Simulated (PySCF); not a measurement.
PySCF job for C₄H₁₀Si₂, SMILES C=C1CC[Si@H]1[SiH3], B3LYP/pcSseg-1. Coordinates come from a B3LYP-D3(BJ)/def2-SVP optimisation. The geometry has at least one imaginary mode, so it is a saddle point at that level. The structure was generated by enumeration; whether it is a known compound was not checked.

```python
import numpy as np
from pyscf import gto, scf, dft
from pyscf.prop.nmr import rks as nmr

mol = gto.M(
    atom='''
    C    -1.66598519    0.56723299    1.83937550
    C    -1.25710087    0.22067988    0.61717081
    C    -1.82096599    0.62599856   -0.75261825
    C    -0.75759272   -0.00170388   -1.71837872
    Si    0.14173614   -0.75383948   -0.20069168
    Si    2.31089208    0.02284231    0.25965612
    H    -1.15402390    0.21068567    2.73903172
    H    -2.53217945    1.22272075    1.99738306
    H    -2.82381301    0.19404085   -0.91427964
    H    -1.92042652    1.71927292   -0.86583039
    H    -0.17525022    0.74977678   -2.27186894
    H    -1.17397183   -0.71265412   -2.44650835
    H     0.08573627   -2.24400925   -0.07093190
    H     2.67465964   -0.24842448    1.68354755
    H     2.36251993    1.49799144    0.02975231
    H     3.32982249   -0.62868552   -0.61909376
    ''',
    basis='pcSseg-1',
    charge=0,
    spin=0,
    max_memory=1600,
    verbose=3,
)
mf = dft.RKS(mol, xc='b3lyp').density_fit(auxbasis='def2-universal-jkfit')
mf.grids.level = 3
mf.conv_tol = 1e-10
mf.max_cycle = 100
mf.kernel()
n = nmr.NMR(mf)
n.verbose = 2
n.max_cycle_cphf = 60
sigma = n.kernel()
print('atom   isotropic/ppm   span/ppm')
for i, s in enumerate(sigma):
    w = np.linalg.eigvalsh((s + s.T) / 2)
    print(f'{mol.atom_symbol(i):2s}{i + 1:3d} {w.mean():14.3f} {w[2] - w[0]:11.3f}')
```

Output:

```
converged SCF energy = -737.389339230115
atom   isotropic/ppm   span/ppm
C   1         46.224     222.734
C   2         17.056     218.351
C   3        137.689      54.864
C   4        173.017      29.568
Si  5        361.894     147.624
Si  6        443.266      24.293
H   7         25.795       7.712
H   8         25.500       7.523
H   9         28.069       8.991
H  10         28.112       8.630
H  11         30.165       7.684
H  12         30.045       9.211
H  13         26.007       5.658
H  14         27.902       8.026
H  15         27.981       7.323
H  16         27.936       8.063
```

The calculation finished and met its thresholds.

Cost: very roughly 40 core-seconds.
